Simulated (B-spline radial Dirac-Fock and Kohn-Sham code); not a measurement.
The computed values come from a radial B-spline solver: independent-particle photoionisation in a Dirac-Hartree-Slater potential with a Latter tail, all multipoles, thresholds from Dirac-Fock ΔSCF. Kinetic energies are from the vacuum level. Open shells are spread statistically over j, without multiplet splitting. Without correlation, outer binding energies are uncertain by a few eV, most for open f shells.

Q: A free atom or ion in its tabulated ground configuration is ionised with 7690 eV photons and gives these photoelectron lines. Identify it and assign the lines.

```
kinetic energy (eV)  relative cross section
             6035.3                   100.0
             7492.2                     6.5
             7534.8                    0.28
             7535.3                    0.55
```

A: Al⁴⁺, [He] 2s2 2p5. Binding energies are hν less the kinetic energy: 1s 1654.7 eV, 2s 197.8 eV, 2p1/2 155.2 eV, 2p3/2 154.7 eV.

Q: A free atom or ion in its tabulated ground configuration is ionised with 750 eV photons and gives these photoelectron lines. Identify it and assign the lines.

| kinetic energy (eV) | relative cross section |
| --- | --- |
| 346.8 | 41.1 |
| 401.1 | 50.5 |
| 405.0 | 100.0 |
| 478.8 | 10.4 |
| 479.5 | 15.4 |

A: Zn¹⁰⁺, [Ar] 3d2. Binding energies are hν less the kinetic energy: 3s 403.2 eV, 3p1/2 348.9 eV, 3p3/2 345.0 eV, 3d3/2 271.2 eV, 3d5/2 270.5 eV.
